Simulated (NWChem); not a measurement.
System: C$_{4}$H$_{8}$O; SMILES C=C(C)OC

Here is an NWChem input.

```
start job
memory heap 200 mb stack 900 mb global 1100 mb
geometry units angstroms noautosym nocenter noautoz
  C      1.441599    -0.454632     0.000000
  C      0.098964    -0.475529     0.000000
  C     -0.726973    -1.720290     0.000000
  O     -0.698516     0.615089     0.000000
  C     -0.095767     1.877512     0.000000
  H      1.990410    -1.396287     0.000000
  H      2.024470     0.466539     0.000000
  H     -1.381824    -1.740731     0.885381
  H     -1.381824    -1.740731    -0.885381
  H     -0.097035    -2.618099     0.000000
  H     -0.905133     2.619110     0.000000
  H      0.532431     2.028397    -0.896208
  H      0.532431     2.028397     0.896208
end
basis spherical
  C library 6-31g*
  O library 6-31g*
  H library 6-31g*
end
dft
  xc xpbe96 cpbe96
  iterations 150
end
cosmo
  dielec 25.0
end
task dft energy
```

All runs use the structure optimised with PBE0/def2-SVP. Not confirmed as a minimum by frequencies.

Level: PBE/6-31G* with COSMO at NWChem's default radii, gas-phase geometry; the question gives the dielectric constant.

Task: Predict the main results of this run. (PBE/6-31G* (spherical d), COSMO on the gas-phase geometry.) Quantities: electrostatic solvation energy (kcal/mol); dipole in solution (D).

Result: 
```json
{
 "electrostatic solvation energy (kcal/mol)": "-2.7",
 "dipole in solution (D)": "0.67"
}
```
